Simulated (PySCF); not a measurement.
Job file and geometry (Å, from GFN2-xTB) of an NMR shielding run on benzo[b]selenophene (c1ccc2[se]ccc2c1, C8H6Se), GIAO PBE0/pcSseg-1 NMR shielding, non-relativistic, gas phase in PySCF; density fitting, a coarse starting grid and PySCF grid level 2 are the driver's defaults:

```
{"job": {"kind": "nmr", "xc": "PBE0", "basis": "pcSseg-1"}, "charge": 0, "multiplicity": 1}
C     -1.916499    -0.722302    -0.059602
C     -2.086111     0.646461     0.139604
C     -0.993899     1.484735     0.233749
C      0.276896     0.938800     0.126097
Se     1.921402     1.851704     0.220170
C      2.723859     0.182084    -0.038570
C      1.840807    -0.828573    -0.164217
C      0.466409    -0.443024    -0.076665
C     -0.656000    -1.267110    -0.167748
H     -2.785905    -1.359446    -0.129329
H     -3.082254     1.055590     0.221531
H     -1.120909     2.546670     0.388532
H      3.796378     0.103732    -0.073816
H      2.135395    -1.853187    -0.319286
H     -0.523982    -2.328143    -0.322361
```

**Question.** Write the output of this run.

**Answer.** 
```
coarse grid: 63608 points
cycle   1  E = -2709.0141592261  dE =  8.030e-01  |g| = 7.719e-01  |ddm| = 4.398e+00
cycle   2  E = -2708.9821643513  dE =  3.199e-02  |g| = 6.852e-01  |ddm| = 1.178e+00
cycle   3  E = -2709.0529308777  dE = -7.077e-02  |g| = 2.160e-01  |ddm| = 9.076e-01
cycle   4  E = -2709.0651883891  dE = -1.226e-02  |g| = 7.526e-02  |ddm| = 3.564e-01
cycle   5  E = -2709.0666499934  dE = -1.462e-03  |g| = 1.876e-02  |ddm| = 8.587e-02
cycle   6  E = -2709.0667511046  dE = -1.011e-04  |g| = 3.891e-03  |ddm| = 2.641e-02
cycle   7  E = -2709.0667542046  dE = -3.100e-06  |g| = 2.081e-03  |ddm| = 5.756e-03
final grid: 134976 points
cycle   8  E = -2709.0667751678  dE =  2.024e-06  |g| = 3.466e-03  |ddm| = 5.986e-03
cycle   9  E = -2709.0667680325  dE =  7.135e-06  |g| = 6.190e-03  |ddm| = 9.720e-03
cycle  10  E = -2709.0667783356  dE = -1.030e-05  |g| = 5.527e-04  |ddm| = 6.477e-03
cycle  11  E = -2709.0667784126  dE = -7.697e-08  |g| = 5.449e-05  |ddm| = 5.412e-04
cycle  12  E = -2709.0667784131  dE = -5.184e-10  |g| = 2.045e-05  |ddm| = 7.254e-05
converged SCF energy = -2709.0667784131

GIAO shielding tensors (ppm)
atom      isotropic    diamagn.    paramagn.     s11        s22        s33       span
  0 C       57.204     253.359    -196.155    -50.722     43.041    179.295    230.017
  1 C       57.978     253.260    -195.281    -48.639     46.339    176.235    224.873
  2 C       55.798     249.188    -193.389    -50.613     45.434    172.575    223.188
  3 C       32.021     258.790    -226.769    -33.435     -6.054    135.551    168.986
  4 Se    1245.478    2995.201   -1749.723    874.196   1323.050   1539.189    664.993
  5 C       45.244     258.353    -213.109    -49.208     45.749    139.192    188.400
  6 C       54.308     246.802    -192.494    -29.360     56.502    135.781    165.141
  7 C       41.939     254.230    -212.291    -42.050     14.134    153.732    195.782
  8 C       56.254     248.767    -192.513    -44.202     42.490    170.473    214.674
  9 H       24.016      29.831      -5.815     19.910     25.368     26.771      6.861
 10 H       24.121      29.516      -5.395     19.921     25.350     27.091      7.170
 11 H       23.520      30.370      -6.851     17.818     23.406     29.334     11.516
 12 H       24.011      29.988      -5.978     20.500     23.688     27.844      7.344
 13 H       24.183      30.442      -6.259     19.771     24.364     28.413      8.641
 14 H       23.510      31.500      -7.990     18.533     24.303     27.694      9.161
```

Relativistic effects, spin–orbit coupling among them, are left out; they matter for Se and for the light atoms bonded to it.

Size and cost of the density-fitted run: 207 basis functions, 36 s wall time on 1 thread of an Arm Neoverse V1, shared host.
